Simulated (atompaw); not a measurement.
**Which change was made? (Tm, PAW (atompaw))**

- Element: thulium (Tm)
- Generator: atompaw 4.2.0.5
- Type: PAW
- Functional: PBEsol
- Relativity: scalar-relativistic
- Frozen core: [Kr] 4d10
- Valence charge: 23
- Reference configuration: 4f13 5s2 5p6 5d0 6s2 6p0
- Partial waves: 5s (bound): rc 1.60 bohr; 6s (bound): rc 2.45 bohr; 5p (bound): rc 2.50 bohr; 6p (bound, empty): rc 2.30 bohr; 5d (bound, empty): rc 3.00 bohr; 5d channel at 0.45 Ry: rc 3.00 bohr; 4f (bound): rc 0.65 bohr; 4f channel at 0.7 Ry: rc 0.65 bohr
- Local potential: troulliermartins scheme with l = 4 at 0.5 Ry, radius 2.15 bohr
- Core correction: smooth core density matched at 2.10 bohr
- Augmentation charge: sinc compensation charge, radius 2.70 bohr; PAW radius 3.00 bohr; waves and projectors: custom rrkj gramschmidtortho

Cutoffs, loose and tight: the cutoffs (Ry, on a coarse ladder) from which the occupation-weighted sum of valence levels, in a spherical-Bessel basis at the reference potential, stays within 10 and 1 mRy of its value at 400 Ry. They see the waves, projectors and local potential, not the compensation charge or the core.

The base gives: outcome: generated; cutoff, loose: over 300 Ry; cutoff, tight: over 300 Ry; bound ghosts: none.

Q: After one change the result is: outcome: generated; bound ghosts: s. Which change was it?
A. all radii scaled by about 0.78 (s 1.24, p 1.94, d 2.34, f 0.50 bohr); local potential troulliermartins scheme with l = 4 at 0.5 Ry, radius 1.68 bohr; augmentation sinc compensation charge, radius 2.10 bohr; PAW radius 2.34 bohr; waves and projectors: custom rrkj gramschmidtortho; core correction smooth core density matched at 1.64 bohr
B. all radii scaled by about 1.10 (s 1.76, p 2.74, d 3.28, f 0.72 bohr); local potential troulliermartins scheme with l = 4 at 0.5 Ry, radius 2.36 bohr; augmentation sinc compensation charge, radius 2.96 bohr; PAW radius 3.28 bohr; waves and projectors: custom rrkj gramschmidtortho; core correction smooth core density matched at 2.30 bohr
C. all radii scaled by about 1.25 (s 2.00, p 3.14, d 3.76, f 0.82 bohr); local potential troulliermartins scheme with l = 4 at 0.5 Ry, radius 2.70 bohr; augmentation sinc compensation charge, radius 3.38 bohr; PAW radius 3.76 bohr; waves and projectors: custom rrkj gramschmidtortho; core correction smooth core density matched at 2.64 bohr

A: A. The others give: all radii scaled by about 1.25 (s 2.00, p 3.14, d 3.76, f 0.82 bohr); local potential troulliermartins scheme with l = 4 at 0.5 Ry, radius 2.70 bohr; augmentation sinc compensation charge, radius 3.38 bohr; PAW radius 3.76 bohr; waves and projectors: custom rrkj gramschmidtortho; core correction smooth core density matched at 2.64 bohr → outcome: failed: atompaw: The overlap operator has at least one negative eigenvalue! | all radii scaled by about 1.10 (s 1.76, p 2.74, d 3.28, f 0.72 bohr); local potential troulliermartins scheme with l = 4 at 0.5 Ry, radius 2.36 bohr; augmentation sinc compensation charge, radius 2.96 bohr; PAW radius 3.28 bohr; waves and projectors: custom rrkj gramschmidtortho; core correction smooth core density matched at 2.30 bohr → outcome: generated; cutoff, loose: over 300 Ry; cutoff, tight: over 300 Ry; bound ghosts: d.
